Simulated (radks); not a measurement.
Values are calculated unless marked as measured or tabulated.
Question: Radial electron density D(r) = 4 pi r^2 rho(r) of an atom or ion with 28 electrons. Level of theory: Dirac Kohn-Sham, BLYP, spin-unpolarised, spherical densities, point nucleus (a radial shooting solver on a logarithmic mesh with Libxc functionals).

r (bohr)  D(r) (e/bohr)
0.003237          2.278
0.004215          3.596
0.005489          5.576
0.007147          8.451
0.009307          12.43
0.01212           17.59
0.01578           23.67
0.02038           29.71
0.02654           34.70
0.03456           36.80
0.045             35.21
0.0586            31.40
0.07631           29.37
0.09936           32.66
0.1294            39.45
0.1685            41.87
0.2176            34.74
0.2834            23.31
0.369             19.16
0.4805            22.84
0.6256            23.42
0.8146            16.51
1.061             8.316
1.381             3.738
1.799             1.977
2.323             1.047
3.025            0.3699
3.939           0.06983
5.129          0.005611
6.679         0.0001529

What is the nuclear charge?

Answer: Z = 30. The innermost maximum, from 1s, lies near gamma/Z bohr with gamma = sqrt(1 - (Z/c)^2) = 0.976, here 0.0325 bohr (found: 0.0351), and its height grows with Z. The density is that of the zinc ion Zn2+ in [Ar] 3d8 4s2; the configuration itself is not fixed sharply by these data, and Z only to about a unit. D(r) has 3 maxima, at r = 0.0351, 0.159, 0.564 bohr, and minima at 0.0751, 0.357 bohr, inside which lie 2.10, 10.85 electrons.
